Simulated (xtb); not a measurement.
xtb input (GFN2-xTB):

```bash
xtb mol.xyz --gfn 2 --sp --chrg 0 --uhf 0
```
mol.xyz:
```
5

Ge    -1.14077698     0.11012720     0.03387578
Br     1.17925290    -0.11384155    -0.03501834
H     -1.45320508     1.60629332    -0.08057344
H     -1.70569348    -0.67956296    -1.15207607
H     -1.61008955    -0.46634648     1.37426632
```

End of the output:

```
         :::::::::::::::::::::::::::::::::::::::::::::::::::::
         ::                     SUMMARY                     ::
         :::::::::::::::::::::::::::::::::::::::::::::::::::::
         :: total energy              -7.579948196525 Eh    ::
         :: gradient norm              0.022911554778 Eh/a0 ::
         :: HOMO-LUMO gap              6.156262027436 eV    ::
         ::.................................................::
         :: SCC energy                -7.597226172406 Eh    ::
         :: -> isotropic ES           -0.001395735134 Eh    ::
         :: -> anisotropic ES         -0.000358580847 Eh    ::
         :: -> anisotropic XC         -0.008151361274 Eh    ::
         :: -> dispersion             -0.002224609058 Eh    ::
         :: repulsion energy           0.017277975881 Eh    ::
         :: add. restraining           0.000000000000 Eh    ::
         :: total charge               0.000000000000 e     ::
         :::::::::::::::::::::::::::::::::::::::::::::::::::::

           -------------------------------------------------
          |                Property Printout                |
           -------------------------------------------------

    * Orbital Energies and Occupations

         #    Occupation            Energy/Eh            Energy/eV
      -------------------------------------------------------------
         1        2.0000           -0.8392326             -22.8367
         2        2.0000           -0.6532818             -17.7767
         3        2.0000           -0.4749240             -12.9233
         4        2.0000           -0.4749240             -12.9233
         5        2.0000           -0.4642465             -12.6328
         6        2.0000           -0.4268104             -11.6141
         7        2.0000           -0.4268104             -11.6141 (HOMO)
         8                         -0.2005719              -5.4578 (LUMO)
         9                         -0.1503793              -4.0920
        10                         -0.1503793              -4.0920
        11                         -0.1221071              -3.3227
        12                         -0.0002938              -0.0080
        13                         -0.0002938              -0.0080
Note: The following floating-point exceptions are signalling: IEEE_DENORMAL
normal termination of xtb
        14                          0.0393198               1.0699
        15                          0.0393198               1.0699
        16                          0.1085814               2.9546
        17                          0.1085814               2.9546
        18                          0.2416065               6.5744
       ...                                ...                  ...
        21                          1.2724055              34.6239
      -------------------------------------------------------------
                  HL-Gap            0.2262385 Eh            6.1563 eV
             Fermi-level           -0.3136912 Eh           -8.5360 eV

     #   Z          covCN         q      C6AA      α(0)
     1  32 Ge       3.626     0.191   168.312    23.314
     2  35 Br       0.838    -0.159   189.208    22.178
     3   1 H        0.929    -0.010     3.245     2.817
     4   1 H        0.929    -0.010     3.245     2.817
     5   1 H        0.929    -0.010     3.245     2.817

 Mol. C6AA /au·bohr⁶  :       1029.085171
 Mol. C8AA /au·bohr⁸  :      63635.382486
 Mol. α(0) /au        :         53.941119

Wiberg/Mayer (AO) data.
largest (>0.10) Wiberg bond orders for each atom

 ---------------------------------------------------------------------------
     #   Z sym  total        # sym  WBO       # sym  WBO       # sym  WBO
 ---------------------------------------------------------------------------
     1  32 Ge   3.620 --     2 Br   1.154     3 H    0.822     5 H    0.822
                             4 H    0.822
     2  35 Br   1.302 --     1 Ge   1.154
     3   1 H    1.000 --     1 Ge   0.822
     4   1 H    1.000 --     1 Ge   0.822
     5   1 H    1.000 --     1 Ge   0.822
 ---------------------------------------------------------------------------

Topologies differ in total number of bonds
Writing topology from bond orders to xtbtopo.mol

molecular dipole:
                 x           y           z       tot (Debye)
 q only:       -0.672       0.065       0.020
   full:       -1.831       0.177       0.054       4.678
molecular quadrupole (traceless):
                xx          xy          yy          xz          yz          zz
 q only:       -0.069       0.010       0.034       0.003      -0.000       0.035
  q+dip:       -4.430       0.645       2.187       0.198      -0.019       2.243
   full:       -4.024       0.586       1.986       0.180      -0.017       2.037

           -------------------------------------------------
          | TOTAL ENERGY               -7.579948196525 Eh   |
          | GRADIENT NORM               0.022911554778 Eh/α |
          | HOMO-LUMO GAP               6.156262027436 eV   |
           -------------------------------------------------

------------------------------------------------------------------------
------------------------------------------------------------------------
 total:
 SCF:
```
